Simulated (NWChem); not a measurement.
System: CH4Cl2OSi; SMILES C[Si](O)(Cl)Cl

Input file for NWChem:

```
start job
memory heap 200 mb stack 900 mb global 1100 mb
geometry units angstroms noautosym nocenter noautoz
  C      1.682703     0.002891     1.235094
  Si     0.379357     0.000701    -0.068230
  O      1.104932     0.000018    -1.545126
  Cl    -0.845253     1.654946     0.111459
  Cl    -0.843037    -1.654917     0.113780
  H      2.314632    -0.892549     1.137410
  H      1.227941     0.007049     2.236063
  H      2.317186     0.895852     1.131291
  H      0.541634    -0.003521    -2.325473
end
basis spherical
  C library def2-svp
  Si library def2-svp
  O library def2-svp
  Cl library def2-svp
  H library def2-svp
end
dft
  xc pbe0
  iterations 150
end
cosmo
  do_cosmo_smd true
  solvent water
end
task dft energy
```

Parts of the log:

```
             Northwest Computational Chemistry Package (NWChem) 7.3.0
             --------------------------------------------------------

                             Geometry "geometry" -> ""
                             -------------------------

 Output coordinates in angstroms (scale by  1.889725989 to convert to a.u.)

  No.       Tag          Charge          X              Y              Z
 ---- ---------------- ---------- -------------- -------------- --------------
    1 C                    6.0000     1.68270300     0.00289100     1.23509400
    2 Si                  14.0000     0.37935700     0.00070100    -0.06823000
    3 O                    8.0000     1.10493200     0.00001800    -1.54512600
    4 Cl                  17.0000    -0.84525300     1.65494600     0.11145900
    5 Cl                  17.0000    -0.84303700    -1.65491700     0.11378000
    6 H                    1.0000     2.31463200    -0.89254900     1.13741000
    7 H                    1.0000     1.22794100     0.00704900     2.23606300
    8 H                    1.0000     2.31718600     0.89585200     1.13129100
    9 H                    1.0000     0.54163400    -0.00352100    -2.32547300

 Effective nuclear repulsion energy (a.u.)     369.7286389090

                                 NWChem DFT Module
                                 -----------------

 Summary of "ao basis" -> "ao basis" (spherical)
 ------------------------------------------------------------------------------
       Tag                 Description            Shells   Functions and Types
 ---------------- ------------------------------  ------  ---------------------
 C                          def2-svp                 6       14   3s2p1d
 Si                         def2-svp                 8       18   4s3p1d
 O                          def2-svp                 6       14   3s2p1d
 Cl                         def2-svp                 8       18   4s3p1d
 H                          def2-svp                 3        5   2s1p

 in cosmo_initialize ...
 calling solv_data for solv:h2o

 solvent parameters
 solvname_short: h2o
 solvname_long:  water
 dielec:       78.4000
 dielecinf:     1.7769
 aqueous SMD model solvent descriptors
 dielec:       78.4000
 sola:          0.8200

          ---------------
          -cosmo- solvent
          ---------------
 Cosmo: York-Karplus, doi: 10.1021/jp992097l
 dielectric constant -eps-     =  78.40
 screen = (eps-1)/(eps    )    =   0.98724
 surface charge correction     = lagrangian

[...]

                                COSMO-SMD solvation results
                                ---------------------------

             internal energy in gas <Psi(g)|H|Psi(g)> =     -1324.781353312985
         internal energy in solvent <Psi(s)|H|Psi(s)> =     -1324.780257337078
                               delta internal energy  =         0.001095975907 (    0.69 kcal/mol)
   total free energy in solvent <Psi(s)|H+V/2|Psi(s)> =     -1324.792255132515
 polarization energy contribution <Psi(s)|V/2|Psi(s)> =        -0.011997795437 (   -7.53 kcal/mol)
    total free energy in solvent including G(SMD-CDS) =     -1324.787816764936
                       G(SMD-CDS) energy contribution =         0.004438367579 (    2.79 kcal/mol)
     1 M fixed-concentration free energy of solvation =        -0.006463451951 (   -4.06 kcal/mol)

                       DFT Final Molecular Orbital Analysis
                       ------------------------------------

 Vector   31  Occ=2.000000D+00  E=-3.353000D-01
              MO Center= -5.4D-01,  2.9D-03, -1.7D-02, r^2= 4.3D+00
   Bfn.  Coefficient  Atom+Function         Bfn.  Coefficient  Atom+Function
  ----- ------------  ---------------      ----- ------------  ---------------
    59      0.359184  4 Cl pz                77     -0.358491  5 Cl pz
    56      0.258605  4 Cl pz                74     -0.258088  5 Cl pz
    37      0.209761  3 O  py                58      0.200616  4 Cl py
    76      0.199781  5 Cl py                75     -0.153825  5 Cl px
    40      0.152956  3 O  py                57      0.153660  4 Cl px

 Vector   32  Occ=2.000000D+00  E=-3.314721D-01
              MO Center=  3.2D-02,  1.6D-04,  3.7D-01, r^2= 4.4D+00
   Bfn.  Coefficient  Atom+Function         Bfn.  Coefficient  Atom+Function
  ----- ------------  ---------------      ----- ------------  ---------------
    59      0.275502  4 Cl pz                77      0.274769  5 Cl pz
    57      0.249444  4 Cl px                75      0.250676  5 Cl px
     4      0.241516  1 C  px                56      0.203362  4 Cl pz
    74      0.202828  5 Cl pz                72      0.180775  5 Cl px
    54      0.179837  4 Cl px                 6      0.175553  1 C  pz

 Vector   33  Occ=2.000000D+00  E=-3.259223D-01
              MO Center= -5.5D-01,  1.3D-03, -1.3D-01, r^2= 4.2D+00
   Bfn.  Coefficient  Atom+Function         Bfn.  Coefficient  Atom+Function
  ----- ------------  ---------------      ----- ------------  ---------------
    57      0.287677  4 Cl px                75     -0.286752  5 Cl px
    58      0.262271  4 Cl py                76      0.262360  5 Cl py
    37     -0.250916  3 O  py                54      0.211228  4 Cl px
    72     -0.210561  5 Cl px                59     -0.202785  4 Cl pz
    77      0.203144  5 Cl pz                40     -0.196566  3 O  py

 Vector   34  Occ=0.000000D+00  E= 4.778061D-02
              MO Center= -1.4D-01,  6.8D-05, -1.3D-01, r^2= 4.1D+00
   Bfn.  Coefficient  Atom+Function         Bfn.  Coefficient  Atom+Function
  ----- ------------  ---------------      ----- ------------  ---------------
    18      0.885015  2 Si s                  3     -0.667582  1 C  s
    17      0.655991  2 Si s                 58      0.459936  4 Cl py
    76     -0.460246  5 Cl py                25     -0.432775  2 Si px
    50     -0.355485  4 Cl s                 68     -0.355567  5 Cl s
    16      0.326906  2 Si s                 35     -0.305870  3 O  s

[...]
```

Level: PBE0/def2-SVP, SMD on the gas-phase geometry. Structure relaxed at the PBE0/def2-SVP level. Solvent: water.
